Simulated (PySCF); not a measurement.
GeBi⁺: from constants to spectrum

UHF-MP2 constants of GeBi⁺, ³Σ⁻ (triplet), unpaired electrons π ↑↑ (Ge def2-SVP, Bi def2-SVP with ECP60; scalar-relativistic core potentials (PySCF 2.14); masses 73.9212 and 208.9804 u):

```
ωe              : 232.6 cm⁻¹
ωexe            : 0.44 cm⁻¹
Be              : 0.043606 cm⁻¹
αe              : 8.61e-05 cm⁻¹
D (centrifugal) : 6.13e-09 cm⁻¹
```

**Question.** Give the vibrational terms G(v) and spacings up to v = 3.

**Answer.** G(v) = ωe(v+½) − ωexe(v+½)².

```csv
v,G(v) (cm⁻¹),G(v) − G(v−1),Bv (cm⁻¹)
0,116,,0.04356
1,348,232,0.04348
2,579,231,0.04339
3,809,230,0.04330
```

Correlated steps freeze 13 core orbitals. These are scalar-relativistic numbers at best; spin–orbit coupling would shift them, the dissociation energy most. The state is the lowest determinant that a PBE0 search found; another state may lie lower at other levels.
